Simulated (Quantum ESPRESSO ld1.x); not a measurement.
Task: The aim is neutral ytterbium in [Xe] 4f14 6s2. What will ld1.x (Quantum ESPRESSO 7.5) do with this input?

```
 &input
    zed=70.0,
    iswitch=1,
    rel=1,
    dft='BLYP',
    config='[Xe] 4f14 6s2',
    xmin=-3.0,
    prefix='ld1',
    max_out_wfc=37,
    file_charge='ld1.rho',
 /
```

Result: Silently wrong. The mesh starts too far from the nucleus; the run ends without a warning, but the energy is off by +55.67 hartree against the default mesh.

Output (excerpt):

```
     Program LD1 v.7.5 starts

     --------------------------- All-electron run ----------------------------

     scalar relativistic calculation

     atomic number is 70.00
     dft =BLYP   lsd =0 sic =0 latt =0  beta=0.20 tr2=1.0E-14
     Exchange-correlation= BLYP
                           (   1   3   1   3   0   0   0)
     mesh =1483 r(mesh) = 100.23373 a.u. xmin = -3.00 dx = 0.00800
     1 Ry =  13.60569312 eV, c = 137.03599908

     n l     nl                  e(Ry)          e(Ha)          e(eV)
     1 0     1S 1( 2.00)     -4474.7854     -2237.3927    -60882.5566
     2 0     2S 1( 2.00)      -758.7407      -379.3704    -10323.1934
     2 1     2P 1( 6.00)      -672.3723      -336.1862     -9148.0917
     3 0     3S 1( 2.00)      -171.0089       -85.5045     -2326.6951
     3 1     3P 1( 6.00)      -144.6551       -72.3275     -1968.1323
     4 0     4S 1( 2.00)       -33.5776       -16.7888      -456.8465
     4 1     4P 1( 6.00)       -24.8488       -12.4244      -338.0850
     3 2     3D 1(10.00)      -111.4422       -55.7211     -1516.2489
     5 0     5S 1( 2.00)        -3.9901        -1.9951       -54.2883
     5 1     5P 1( 6.00)        -2.0037        -1.0019       -27.2621
     4 2     4D 1(10.00)       -13.0670        -6.5335      -177.7853
     4 3     4F 1(14.00)        -0.2106        -0.1053        -2.8652
     6 0     6S 1( 2.00)        -0.2790        -0.1395        -3.7965

     final scf error:  4.0E-15 reached in  47 iterations

     Etot =  -28010.057294 Ry,  -14005.028647 Ha, -381096.243906 eV

     Ekin =   30503.551774 Ry,   15251.775887 Ha,  415021.964604 eV
     Encl =  -68962.724502 Ry,  -34481.362251 Ha, -938285.666494 eV
     Eh   =   11037.548012 Ry,    5518.774006 Ha,  150173.491080 eV
     Exc  =    -588.432579 Ry,    -294.216290 Ha,   -8006.033095 eV
```

Run on one thread of a shared host, so times are rough (Intel(R) Xeon(R) Processor @ 2.60GHz): 0.6 s of CPU time, 0.94 s wall, 47 iterations on 1483 mesh points, peak memory 30 MiB.
